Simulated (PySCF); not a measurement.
CH4Se2, SMILES C[Se][SeH].

The structure is a stationary point at B3LYP-D3(BJ)/def2-SVP. The values are those of a single conformer.

These are B3LYP-D3(BJ)/def2-SVP in PySCF values and carry that method's errors.

Frequencies are harmonic and unscaled.

Computed harmonic wavenumbers and intensities:
| mode | ν (cm⁻¹) | IR (km/mol) | moving atoms (share of kinetic energy) |
|---|---|---|---|
| 1 | 138 | 0.1 | H 98 % |
| 2 | 171 | 0.2 | C 48 %, Se 27 %, H 25 % |
| 3 | 267 | 5.5 | H 94 % |
| 4 | 281 | 0.4 | Se 98 % |
| 5 | 577 | 2.1 | C 70 %, Se 15 %, H 14 % |
| 6 | 730 | 7.4 | H 98 % |
| 7 | 900 | 10.4 | H 82 %, C 17 % |
| 8 | 907 | 4.6 | H 86 %, C 13 % |
| 9 | 1288 | 7.9 | H 86 %, C 14 % |
| 10 | 1428 | 8.4 | H 95 % |
| 11 | 1447 | 9.0 | H 95 % |
| 12 | 2358 | 27.2 | H 99 % |
| 13 | 3045 | 12.3 | H 98 % |
| 14 | 3154 | 2.2 | H 90 %, C 10 % |
| 15 | 3176 | 2.3 | H 90 %, C 10 % |
